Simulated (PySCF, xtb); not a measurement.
1-(hydroxymethyl)cyclopropan-1-ol (C₄H₈O₂), SMILES C1C(O)(CO)C1. Other conformers were not sampled.

Harmonic wavenumbers (cm⁻¹) from GFN2-xTB run with xtb at its own minimum, in rising order: 71, 208, 254, 318, 338, 410, 435, 547, 762, 795, 894, 912, 939, 996, 1032, 1060, 1075, 1085, 1136, 1141, 1178, 1281, 1303, 1341, 1404, 1434, 1461, 1489, 2867, 2996, 3078, 3083, 3103, 3115, 3531, 3566.

Task: What does PySCF with B3LYP-D3(BJ)/def2-SVP give at its own minimum? (The exact figures need the calculation; the answer reports its results.)

Result: 100, 152, 228, 342, 352, 429, 483, 546, 755, 775, 900, 910, 927, 985, 1024, 1045, 1068, 1096, 1171, 1184, 1290, 1324, 1352, 1382, 1419, 1424, 1472, 1498, 2985, 3092, 3120, 3125, 3214, 3226, 3797, 3807. Paired by order, the mean absolute difference is 47 cm⁻¹ and the zero-point energies are 72.4 and 74.3 kcal/mol.
